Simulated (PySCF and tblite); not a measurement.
Values are calculated unless marked as measured or tabulated.
C₉H₈, numbered as in [CH:1]#[C:2][C:3]1=[C:4]([CH:5]=[CH2:6])[C:7](=[CH2:8])[CH2:9]1.

Free energies: B3LYP-D3(BJ)/def2-SVP (IEF-PCM, methanol) on GFN2-xTB structures plus GFN2-xTB thermal terms, symmetry and mirror images included. Conformers within 3 kcal/mol (GFN2-xTB free energy) were kept, 10 at most. Programs: PySCF with density fitting and tblite.

Rotational constants are equilibrium values for the commonest isotopes; dipoles come from the energy level named and are polarised by its solvent model.

Torsions listed: C3–C4–C5–C6. The 4-ring runs over atoms 3–4–7–9.

```json
{"conformer": "1", "shape": "4-ring flat; 180°", "symmetry": "Cs", "weight %": "82.3"}
{"conformer": "2", "shape": "4-ring flat; 0°", "symmetry": "Cs", "weight %": "17.7"}
```

Sets of constants, in random order:

```tsv
set	A (MHz)	B (MHz)	C (MHz)	abs μa (D)	abs μb (D)	abs μc (D)
P	2340	1442	897	0.08	0.24	0.00
Q	2486	1315	865	0.13	0.11	0.00
```

Problem. Match each set to its conformer.

Solution. P is conformer 2, Q is conformer 1.
